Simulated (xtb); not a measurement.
CH₃BClFO, SMILES COB(F)Cl. All values are semi-empirical tight-binding results from xtb (GFN2-xTB unless named), good for trends rather than for accurate numbers. Geometry: GFN2-xTB. Other conformers were not sampled.

```yaml
point_group_as_xtb_finds_it: Cs
orbital_gap: 6.28 eV
dipole_moment: 3.03 D
zero_point_energy: 30.4 kcal/mol
G − E(el) at 298.15 K (modified RRHO): 11.5 kcal/mol
static polarisability (D4 model): 47.5 bohr³
solvation energy, GFN2-xTB/ALPB(water): -3.1 kcal/mol
solvation energy, GFN2-xTB/ALPB(chcl3): -4.7 kcal/mol
```
